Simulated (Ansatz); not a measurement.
BH3N (SMILES B=[NH2+]) moved off its minimum; all values from Ansatz (a quantum-chemistry and plane-wave program), cores frozen in correlated methods.
(charge 1, multiplicity 1)
```xyz
5

B      0.77361    -0.07317     0.24740
N     -0.43849     0.02596    -0.12808
H      1.81468    -0.14511     0.78482
H     -0.97581     0.92306    -0.36490
H     -0.96995    -0.76095    -0.27029
```

Question: Give the forces (eV/Å), the total energy and the dipole at CCSD(T)/aug-cc-pVTZ.

Answer: 
```
atom      Fx      Fy      Fz
----  ------  ------  ------
B1     3.045   0.108   1.567
N2    -2.314   4.005  -1.183
H3     0.060  -0.060  -0.321
H4     1.097  -1.504   0.448
H5    -1.888  -2.550  -0.511
```
Energy -80.9541 hartree.
